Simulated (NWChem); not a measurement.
System: CHCl$_{2}$, doublet; SMILES Cl[CH]Cl

Input file for NWChem:

```
start job
memory heap 200 mb stack 700 mb global 900 mb
geometry units angstroms noautoz
  Cl    -0.173850     0.007799     1.470435
  C      0.680973     0.042420     0.000000
  Cl    -0.173850     0.007799    -1.470435
  H      1.697460    -0.355374     0.000000
end
basis spherical
  * library 6-31+g*
end
dft
  odft
  mult 2
  xc pbe0
  iterations 150
  mulliken
end
task dft energy
```

In the optimisation the excess spin sits in a' (Cs, its own frame). All runs use the structure optimised with PBE0/def2-SVP, spin-unrestricted. No stability test was run on the SCF state.

Question: What results follow from this input? (PBE0/6-31+G* (spherical d), spin-unrestricted.) Quantities: basis functions; energy (Ha); highest occupied level (eV); lowest empty minus highest occupied level, either spin (eV); dipole (D); <S²>.

Answer: 
```json
{
 "number_of_basis_functions": "64",
 "energy (Ha)": "-958.66",
 "highest occupied level (eV)": "-6.41",
 "lowest empty minus highest occupied level, either spin (eV)": "4.30",
 "dipole (D)": "1.04",
 "<S²>": "0.754"
}
```
